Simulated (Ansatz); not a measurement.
Consider the formal exchange of groups at the Al–F bond: `[F][AlH][SiH2]Cl` + `C=C` → `C=[CH][AlH][SiH2]Cl` + H–F.

Calculated with Ansatz (gas phase, PBE0-D4/def2-TZVP geometries, no zero-point term in ΔE). CBS: MP2 limit from def2 TZ/QZ plus the TZ coupled-cluster correction, frozen cores. This one scheme is used for every species. DFT in def2-TZVPP. One conformer a species, not always the lowest.

```
             level  ΔE (kJ/mol)  difference from CCSD(T)/CBS
         r2SCAN-D4        179.7                          4.1
           ωB97X-V        179.8                          4.2
           ωB97M-V        178.3                          2.7
            r2SCAN        181.8                          6.2
SCS-MP2/def2-TZVPP        180.0                          4.4
   CCSD/def2-TZVPP        178.7                          3.1
     HF/def2-QZVPP        198.8                         23.2
SCS-MP2/def2-QZVPP        181.5                          5.9
     MP2/CBS(def2)        175.3                         -0.3
    CCSD/CBS(def2)        179.7                          4.1
       CCSD(T)/CBS        175.6                            0
```

Largest T1 diagnostic among the species: 0.012.

The D4 term adds −10.6 kJ/mol with B3LYP and −6.1 kJ/mol with PBE0; it sums over pairs of atoms, weighted by their polarisabilities, and B3LYP, whose exchange is more repulsive, gets the larger term. In def2-TZVPP, CCSD(T) changes the Hartree–Fock value by −21.7 kJ/mol (the triples alone add −4.2 kJ/mol) and MP2 by −21.9 kJ/mol.

B3LYP here is the variant with VWN-RPA as its local correlation; programs differ in this.
